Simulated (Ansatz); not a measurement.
The cluster Zn2Se⁺, relaxed as a doublet with UKS r2SCAN-D4/def2-TZVP in Ansatz, starting from the GFN1-xTB geometry. Force threshold 0.02 eV/Å.

The relaxation made no stability test and no search for a lower SCF solution. Another isomer (doublet) lies 0.08 eV lower at PBE0-D4/def2-TZVP; other spin states weren't run for this one.

Start:

```xyz
3

Zn   -0.5429    1.1147    0.9449
Zn   -0.6511   -1.0926   -0.9119
Se    1.1940   -0.0221   -0.0330
```

```tsv
step	energy (eV)	largest force component (eV/Å)	SCF passes
1	-162181.0462	0.194	22
2	-162181.0490	0.090	29
3 (rejected)	-162181.0201	0.626	33
4	-162181.0566	0.064	26
5 (rejected)	-162181.0510	0.142	26
6	-162181.0593	0.009	26
```

Force components are those of the run's own axes.

End:

Cartesian coordinates in Å:
```
Zn -0.583 1.038 0.881
Zn -0.678 -1.011 -0.843
Se 1.261 -0.027 -0.038
```

By distances, no bond broke or formed. The bond that changes most is Zn1–Se3, from 2.29 to 2.32 Å (atoms count from 1).

No frequencies were taken in this run, so the end may be a saddle point.

It took 25 s on 4 threads of Arm Neoverse V1 on a shared host.
